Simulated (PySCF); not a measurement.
W(NH)2(F)(Cl) (ClFH2N2W), SMILES [NH]=[W](=[NH])([F])[Cl], multiplicity 1.

Coordinates come from a B3LYP-D3(BJ)/def2-SVP optimisation. The spin state was assumed, not searched. The structure was generated by enumeration; whether it is a known compound was not checked. The def2 effective core potentials stand for the cores of W; spin–orbit coupling is left out.

Computed with TDDFT-M06-2X/def2-SVPD run with PySCF.

Vertical excitations. Gas-phase values at a fixed geometry. State labels are in the subgroup Cs.

```tsv
state	symmetry	energy (eV)	λ (nm)	f	main pairs
S1	A'	4.62	269	0.001	HOMO−1→LUMO 42 %, HOMO→LUMO+1 39 %
S2	A"	4.73	262	0.011	HOMO→LUMO 89 %
S3	A'	5.05	246	0.013	HOMO−1→LUMO 47 %, HOMO→LUMO+1 42 %
S4	A"	5.07	245	0.001	HOMO−2→LUMO 53 %, HOMO→LUMO+2 11 %, HOMO−3→LUMO+1 10 %
S5	A"	5.36	231	0.000	HOMO→LUMO+2 41 %, HOMO−2→LUMO 32 %, HOMO→LUMO+3 9 %
S6	A'	5.66	219	0.000	HOMO−3→LUMO 50 %, HOMO−1→LUMO+2 13 %, HOMO−4→LUMO 11 %, HOMO−2→LUMO+1 11 %
S7	A"	5.73	216	0.000	HOMO→LUMO+3 36 %, HOMO−1→LUMO+1 32 %, HOMO→LUMO+2 10 %, HOMO→LUMO+4 8 %
S8	A'	6.17	201	0.002	HOMO−1→LUMO+2 61 %, HOMO−2→LUMO+1 11 %
S9	A"	6.20	200	0.001	HOMO−2→LUMO+2 70 %
S10	A"	6.44	193	0.034	HOMO−1→LUMO+1 26 %, HOMO−2→LUMO+3 19 %, HOMO→LUMO+2 9 %, HOMO−5→LUMO 8 %
T1	A"	4.15	299	0	HOMO→LUMO 72 %
T2	A'	4.52	275	0	HOMO→LUMO+1 51 %, HOMO−1→LUMO+2 10 %
T3	A'	4.63	268	0	HOMO−1→LUMO 76 %
T4	A'	4.72	263	0	HOMO−2→LUMO+1 30 %, HOMO→LUMO+1 22 %, HOMO−1→LUMO+2 7 %, HOMO−1→LUMO 7 %
```
Triplets are in the Tamm–Dancoff approximation, which puts them higher than full response would, so one can lie above its singlet here.
